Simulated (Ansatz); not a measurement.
`CC(F)I` and `CC(F)CF` differ in one atom or group.

Ansatz, PBE0-D4/def2-TZVP geometries, multiplicity 1. Each molecule was computed in one conformer, which needn't be the lowest.

Elements past krypton have def2 core potentials.

```json
{"property": "HOMO–LUMO gap (ωB97M-V/def2-TZVPP) / eV", "`CC(F)I`": "10.60"}
{"property": "HOMO energy (B3LYP/def2-TZVPP) / eV", "`CC(F)I`": "-7.23"}
{"property": "ideal-gas entropy at 298 K and 1 bar (rigid rotor, harmonic PBE0-D4/def2-TZVP) / J/(mol·K)", "`CC(F)I`": "313"}
{"property": "HOMO–LUMO gap (B3LYP/def2-TZVPP) / eV", "`CC(F)I`": "5.95"}
{"property": "HOMO energy (PBE0/def2-TZVPP) / eV", "`CC(F)I`": "-7.47"}
{"property": "HOMO energy (PBE/def2-TZVPP) / eV", "`CC(F)I`": "-6.29"}
```

(1) Give the same properties after the change, and the shifts. (Estimate.)

## Answers

(1) The calculation gave: 
```
                                                                                  property  `CC(F)CF`  shift
                                                   HOMO–LUMO gap (ωB97M-V/def2-TZVPP) / eV      14.27   3.67
                                                       HOMO energy (B3LYP/def2-TZVPP) / eV      -9.06  -1.83
ideal-gas entropy at 298 K and 1 bar (rigid rotor, harmonic PBE0-D4/def2-TZVP) / J/(mol·K)        314      1
                                                     HOMO–LUMO gap (B3LYP/def2-TZVPP) / eV       9.86   3.91
                                                        HOMO energy (PBE0/def2-TZVPP) / eV      -9.27  -1.80
                                                         HOMO energy (PBE/def2-TZVPP) / eV      -7.55  -1.26
```

With PBE0 the HOMO falls by 1.80 eV and the LUMO rises by 2.18 eV, so the gap widens by about 3.98 eV. PBE moves the HOMO by -1.26 eV and ωB97M-V by -2.03 eV. The zero-point energy changes by 81.7 kJ/mol with +9 modes.

B3LYP here is the variant with VWN-RPA as its local correlation; programs differ in this.

Spin–orbit coupling is left out; it splits and shifts lone-pair levels of the heavy atoms by tenths of an eV.
